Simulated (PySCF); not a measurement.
Species: AlCl2(iBu), C₄H₉AlCl₂.
Structure used (PBE0-D3(BJ)/def2-SVP), in Å, numbered top down from 1:
```xyz
16
C4H9AlCl2 angstrom
Al     0.9519    1.4697    1.1913
Cl     3.0552    1.4444    1.2453
Cl     0.0812    3.3809    1.0605
C     -0.0928   -0.1728    1.2828
C     -0.4487   -0.7396   -0.1026
C      0.8044   -1.0275   -0.9217
C     -1.3943    0.1849   -0.8599
H     -1.0107    0.0177    1.8658
H      0.4993   -0.9089    1.8545
H     -0.9740   -1.7004    0.0521
H      1.3591   -0.0955   -1.1434
H      0.5591   -1.4914   -1.8895
H      1.4970   -1.6957   -0.3877
H     -0.9234    1.1647   -1.0594
H     -2.3153    0.3794   -0.2892
H     -1.6823   -0.2437   -1.8324
```

Jobs on this species (16 atoms, 80 electrons) with PySCF (density fitting). Hardware of each: an Intel Xeon at 2.50 GHz with one thread, on a shared host. Other jobs ran on the host; a repeat could differ by tens of per cent or more. Peak memory is the resident size of the whole Python process, interpreter and libraries included.

```tsv
level and settings	work	basis functions	SCF cycles	wall time	peak memory
PBE0/pcSseg-1 (pcSseg-2 on Al)	shieldings, charges and field gradients, density and orbital grids written	204	?	?	?
PBE0-D3(BJ)/def2-SVP, grid level 1	geometry optimisation from a GFN2-xTB start shaken at random	155	?	?	?
PBE/pcSseg-1 (pcSseg-2 on Al)	shieldings	204	14	1.8 min	0.99 GiB
delta-SCF UKS SCAN, pcX-2 on the ionised atom, pcseg-1 elsewhere, spin-free X2C	ΔSCF core ionisation, 7 holes	197	97	2.7 min	0.73 GiB
wB97X-D/def2-SVPD	15 singlets by full TDDFT, 4 Tamm–Dancoff triplets, polarisability, density and orbital grids written	230	12	2.6 min	1.0 GiB
B3LYP/pcSseg-1 (pcSseg-2 on Al)	shieldings	204	12	71 s	1.2 GiB
```

Task: Fill in the missing figures.

Result: 
- PBE0/pcSseg-1 (pcSseg-2 on Al); shieldings, charges and field gradients, density and orbital grids written: 91 s, 1.1 GiB, 12 SCF cycles
- PBE0-D3(BJ)/def2-SVP, grid level 1; geometry optimisation from a GFN2-xTB start shaken at random: 3.7 min, 0.62 GiB, 50 SCF cycles

Task: What do all jobs in the table cost together?

Result: About 14 min; the longest takes about 27 % of that, and about 3.1 times as long as the shortest.
